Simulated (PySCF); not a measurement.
Precursor series Zr Cl-NH2. All species are isolated molecules in the gas phase. One relaxed conformer stands for each flexible species; it need not be the lowest.

These are PBE-D3(BJ)/def2-TZVP // TPSS-D3(BJ)/def2-SVP in PySCF values and carry that method's errors. All candidates: neutral, multiplicity 1. 

```
Item              Value
-------------  --------
HOMO           -7.02 eV
HOMO–LUMO gap   3.89 eV
LUMO           -3.12 eV
```

Question: Say which member has these values.
A) [Zr(Cl)3(NH2)]
B) [Zr(NH2)4]
C) [Zr(Cl)4]
D) [Zr(Cl)(NH2)3]

Answer: A, [Zr(Cl)3(NH2)]. The others give [Zr(NH2)4]: -5.34 eV, 4.46 eV, -0.88 eV; [Zr(Cl)4]: -8.34 eV, 4.77 eV, -3.57 eV; [Zr(Cl)(NH2)3]: -5.97 eV, 4.55 eV, -1.43 eV
